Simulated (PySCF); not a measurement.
C₃H₆N₂Si, SMILES N#CC/C=N/[SiH3]. Atoms are numbered in the order given.

```xyz
12

N     -3.3555     0.8904    -0.7020
C     -2.5238     0.4031    -0.0372
C     -1.4544    -0.2013     0.7548
C     -0.1412    -0.3260    -0.0127
N      0.9702    -0.0501     0.5398
Si     2.5505    -0.2056    -0.2463
H     -1.2718     0.3787     1.6822
H     -1.7788    -1.2220     1.0617
H     -0.2555    -0.6922    -1.0672
H      3.2026     1.1451    -0.2188
H      2.4471    -0.6997    -1.6717
H      3.3637    -1.1687     0.5683
```

Coordinates come from a PBE-D3(BJ)/def2-SVP optimisation. The structure was generated by enumeration; whether it is a known compound was not checked. The values are those of a single conformer.

The numbers are results of PySCF with PBE-D3(BJ)/def2-SVP, not measurements.

Frequencies are harmonic and unscaled.

```csv
mode,ν (cm⁻¹),IR (km/mol),moving atoms (share of kinetic energy)
1,49,5.9,"H 36 %, C 30 %, N 26 %"
2,99,3.1,"N 40 %, H 31 %, Si 16 %, C 13 %"
3,160,4.5,"H 47 %, N 47 %"
4,170,3.0,"H 36 %, N 28 %, C 27 %"
5,232,2.8,"C 46 %, N 29 %, H 24 %"
6,352,0.0,"C 54 %, H 26 %, N 20 %"
7,374,0.7,"C 44 %, Si 30 %, H 15 %, N 11 %"
8,507,12.8,"C 72 %, H 16 %, N 11 %"
9,657,52.8,"H 76 %, Si 11 %, C 9 %"
10,677,54.4,"H 76 %, Si 10 %, N 9 %"
11,731,36.8,"N 37 %, H 36 %, Si 14 %, C 14 %"
12,810,5.8,"H 37 %, N 29 %, C 28 %"
13,900,124.2,H 95 %
14,906,45.4,H 97 %
15,913,237.4,"H 91 %, Si 8 %"
16,957,12.8,"C 49 %, H 30 %, N 20 %"
17,976,1.2,"H 52 %, C 43 %"
18,1033,14.2,"C 73 %, H 25 %"
19,1150,2.4,"H 85 %, C 14 %"
20,1227,3.1,"H 59 %, C 39 %"
21,1342,12.2,"H 84 %, C 8 %"
22,1356,8.5,"H 89 %, C 10 %"
23,1722,256.8,"C 54 %, N 43 %"
24,2123,111.4,H 97 %
25,2187,80.3,H 97 %
26,2192,86.3,H 96 %
27,2298,12.6,"C 62 %, N 38 %"
28,2884,40.4,"H 92 %, C 8 %"
29,2966,1.2,H 94 %
30,3047,0.8,"H 91 %, C 9 %"
```
